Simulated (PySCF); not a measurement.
Si(H)(Cl)(Br)(vinyl) (C2H4BrClSi), SMILES [SiH](C=C)(Cl)Br.

Coordinates come from a PBE-D3(BJ)/def2-SVP optimisation. Other conformers were not sampled.

Two levels are set side by side: PBE/def2-TZVP (PySCF) and HF/def2-TZVP (PySCF). Same geometry, gas phase. Differences are taken from unrounded values.

```tsv
quantity	HF	PBE	PBE minus HF
orbital gap (eV)	13.35	5.06	-8.29
highest occupied level (eV)	-10.85	-7.26	3.59
lowest empty level (eV)	2.50	-2.20	-4.70
dipole moment (D)	2.34	2.01	-0.33
mean polarisability (bohr³)	75.5	82.0	6.5
```

PBE's occupied levels lie high since its potential decays too fast outside the molecule; exact exchange lowers them and widens the gap. Loosely held outer electrons make PBE densities more polarisable. Differences between two approximate levels are no errors against the true value.

Rough cost on one machine, each run with all the roots and properties that it gave: HF against PBE about 1/2.
